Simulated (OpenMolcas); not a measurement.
Pd3+ with its 6 nearest fluoride ions at 2.055 Å, on the Zn site of KZnF3 (a = 4.054 Å, distance in the model lattice 2.027 Å). The rest of the host is ab initio model potentials to 7.6 Å, with orthogonalisation functions on the cations behind the ligands, and point charges beyond; the distance is set by hand and nothing relaxes, and no local charge compensation is placed. Ligand basis ANO-RCC-VDZP.

```yaml
Program: OpenMolcas
Method: "SS-CASPT2, IPEA 0.5 Eh, imaginary shift 0.1 Eh (closed shells correlated: 4s 4p and the ligand valence shells)"
Basis: ANO-RCC-VTZP [7s6p4d2f1g]
Scalar_Hamiltonian: DKH2, point nucleus
Active_space: 7 electrons in 5 orbitals (4d)
State_averaging: 2S+1 = 4 even, 10 roots; 2S+1 = 2 even, 40 roots
Spin-orbit_coupling: state interaction with AMFI integrals over the reference wave functions
```

(1) What is the spin-free ground state (labels of O, the rotations of Oh)?

(2) Where is the first state of the same spin?

(3) What are the lowest two levels with spin-orbit coupling?

(4) What is χT at 300 K, and how does it compare with the textbook value?

(5) Which ligand-field parameters describe the states?

Results:

(1) 2E, 2-fold in its orbital part; d7 allows 2S+1 = 4, so this is a state of lower spin.

(2) A 3-fold state lies at 19100 cm-1 above the ground state.

(3) A 4-fold level Γ8, then a 2-fold level 9340 cm-1 above it. Their leading multiplicities are 2 (97 %) and 4 (99 %).

(4) The lowest level has 2S+1 = 2, for which the spin-only value is χT = S(S+1) / 2 = 0.375 cm3 K/mol (g = 2). The computed 0.493 at 300 K differs by +0.118, through orbital momentum, spin-orbit coupling and any other state in reach.

(5) A least-squares ligand-field fit to the states below 45000 cm-1, each weighted by its degeneracy and with a free common offset, gives 10Dq = 20778 cm-1, B = 640 cm-1 and C = 1783 cm-1 (C/B = 2.79), with an rms deviation of 489 cm-1. 

Roots that are degenerate in the reference are averaged as groups; the widest CASPT2 spread within a group is 330 cm-1 (the 2-fold group of multiplicity 2 near 42600 cm-1 above the lowest state of its run). Shifts and gaps below about the spread of the groups concerned are not significant. Over all roots computed the reference weight is 0.71 to 0.73; a low but even weight reflects the number of correlated electrons. An orbital doublet at a regular site is open to a Jahn-Teller distortion, which this geometry leaves out. This shell can be high or low spin here, a state of another spin lies low, and with metal d orbitals alone active their balance is uncertain, so the ground spin may be wrong, although the usual error favours high spin. The least metal-like active orbital is 78 % on the metal (Löwdin) and no ligand orbital is active, so the numbers are rough. Ligand-to-metal charge-transfer states are missing. With no ligand orbital active B as a rule stays too high, so bands that hang on it stand too high and its fall with covalency is understated. With one d shell and no ligand orbital active, 10Dq can be off by a tenth or more. No measured value stands beside these numbers; the geometry was set by hand and not optimised.
